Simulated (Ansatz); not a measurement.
Reactions of C$_{3}$H$_{5}$Br (`C=CCBr`).

Program: Ansatz. Geometries: PBE0-D4/def2-TZVP. ΔE: electronic, gas phase. CBS: MP2 limit from def2 TZ/QZ plus the TZ coupled-cluster correction, frozen cores. This one scheme is used for every species. For Br, Se outer-core shells are correlated without core-valence functions, which leaves a few kJ/mol of doubt a bond. Scalar relativity is left out up to krypton. Each species was taken in one conformer, which may not be the lowest.

Task: Order these by ΔE at CCSD(T)/CBS, lowest first. (Estimate.)
A. `C=CCBr` + `C=CS` → `C=CCSC=C` + HBr
B. `C=CCBr` + `OB(O)O` → `C=CCOB(O)O` + HBr
C. `C=CCBr` + `B[SeH]` → `B[Se]C=C` + `CBr`

Result: A (-15.3 kJ/mol), C (+6.3 kJ/mol), B (+39.6 kJ/mol).

Largest T1 diagnostic: 0.013, for `B[Se]C=C`.
